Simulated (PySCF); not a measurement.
Ta(F)4(SH) (F4HSTa), SMILES [F][Ta]([F])([F])([F])[SH], multiplicity 1. Geometry optimised at PBE-D3(BJ)/def2-SVP. The spin state was assumed, not searched. The structure was generated by enumeration; whether it is a known compound was not checked. The def2 effective core potentials stand for the cores of Ta; spin–orbit coupling is left out. One conformer was computed; it need not be the lowest.

The numbers are results of PBE-D3(BJ)/def2-SVP (PySCF 2.14.0), not measurements.

Harmonic wavenumbers (cm⁻¹): 87, 114, 164, 175, 182, 231, 235, 345, 375, 627, 659, 675, 692, 692, 2617. Rotational constants (GHz): 2.093, 1.602, 1.447; symmetry number 1.

Work out the zero-point energy and the ideal-gas rigid-rotor harmonic-oscillator thermochemistry at 298.15 K and 1 atm.

ZPE = ½ Σ hcν = ½ × 7871 cm⁻¹ = 47.08 kJ/mol. H − E(el) = 71.78 kJ/mol. Entropy in J/(mol K): translation 179.46, rotation 119.60, vibration 91.19, total 390.24. G − E(el) = -44.57 kJ/mol. Cp = 119.70 J/(mol K). Modes under 150 cm⁻¹ make the vibrational entropy uncertain.
